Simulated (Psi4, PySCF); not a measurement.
Psi4 was given this input:
```
memory 2 GB

molecule mol {
0 2
  S    -0.004261    0.013358    1.148053
  C     0.019290    1.290200   -0.067535
  C    -0.017288   -1.194830   -0.085886
  C     0.015705    0.730941   -1.268439
  C    -0.004656   -0.668486   -1.339947
  H     0.033109    2.310608    0.249309
  H    -0.033643   -2.228570    0.199628
  H    -0.009603   -1.242711   -2.246940
}

set basis 6-311g**
set reference uks
set scf_type pk
set puream true
set d_convergence 1e-8
set dft_radial_points 99
set dft_spherical_points 590

energy('wb97x')
print_variables()
```

Convert this to an input for PySCF.

Several could match; the one computed here: 
```python
from pyscf import gto, scf, dft

mol = gto.Mole()
mol.atom = '''
    S    -0.00426082    0.01335767    1.14805323
    C     0.01929047    1.29020021   -0.06753540
    C    -0.01728820   -1.19482996   -0.08588622
    C     0.01570540    0.73094110   -1.26843948
    C    -0.00465609   -0.66848623   -1.33994694
    H     0.03310944    2.31060780    0.24930890
    H    -0.03364272   -2.22856990    0.19962805
    H    -0.00960313   -1.24271139   -2.24694036
'''
mol.basis = '6-311g**'
mol.spin = 1
mol.verbose = 4
mol.build()

mf = dft.UKS(mol)
mf.xc = 'wb97x'
mf.grids.atom_grid = (99, 590)
mf.grids.prune = None
mf.kernel()
```

Both were run: Psi4 gave -552.305406 Eh and PySCF -552.305409 Eh, 0.003 mEh apart.
